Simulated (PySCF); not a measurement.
**Mg (magnesium, neutral) across methods**

[Ne] 3s1 4s1, 4s spin antiparallel (an excited configuration). Calculation: PySCF 2.14, in dyall-av3z (20s13p6d4f, 117 functions); no relativity, point nucleus.

```tsv
method	E (hartree)	mean ε 2p β (eV)	mean ε 3s α (eV)	mean ε 4s β (eV)	Σ⟨r²⟩ (bohr²)	⟨S²⟩
LDA	-199.1392	-46.775	-4.774	-4.774	28.05	0.000
PBE0	-199.9705	-50.765	-5.426	-5.426	28.33	0.000
r2SCAN	-200.0439	-48.183	-4.809	-4.809	28.52	0.000
wB97M-V	-200.0688	-53.041	-7.173	-7.173	28.24	0.000
PBE	-199.9549	-46.656	-4.699	-4.699	28.27	0.000
PW91	-200.0597	-46.794	-4.731	-4.731	28.27	0.000
UHF	-199.61445	-62.102	-6.886	-6.886	29.61	0.000
wB97X-V	-200.0377	-52.965	-7.284	-7.284	28.37	0.000
```

The outer electron is Rydberg-like, and this basis confines it to a smaller radius and binds it less than a complete one would. With the s spin flipped the determinant is a mixture of two multiplicities, not a spectroscopic state.
